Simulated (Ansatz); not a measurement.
Mulliken charges of BH₃OS₂, SMILES `OB(S)S` from ωB97M-V/def2-TZVPP in Ansatz (PBE0-D4/def2-TZVP geometry).

| atom | x (Å) | y (Å) | z (Å) | charge (e) |
| --- | --- | --- | --- | --- |
| O1 | -1.258 | 0.683 | 0.410 | -0.252 |
| B2 | -0.068 | 0.046 | 0.279 | 0.205 |
| S3 | 0.797 | -0.327 | 1.829 | -0.158 |
| S4 | 0.698 | -0.445 | -1.298 | -0.165 |
| H5 | -1.708 | 0.875 | -0.415 | 0.180 |
| H6 | 1.862 | -0.919 | 1.266 | 0.104 |
| H7 | -0.261 | 0.020 | -2.118 | 0.087 |

**Question.** By hand: the dipole of these point charges (1 e Å = 4.8032 D).

**Answer.** Σ q r = (-0.075, 0.026, -0.248) e Å, of length 0.260 e Å = 1.25 D.

**Question.** How does the dipole of the full density compare? (Estimate.)

**Answer.** Computed: (-0.167, 0.065, -0.430) e Å, 2.24 D; the point charges give 0.56 times that, at 5° from its direction.

Point charges leave out the atoms' own dipoles, such as those of lone pairs, and Mulliken's split depends on the basis, so the two needn't agree.
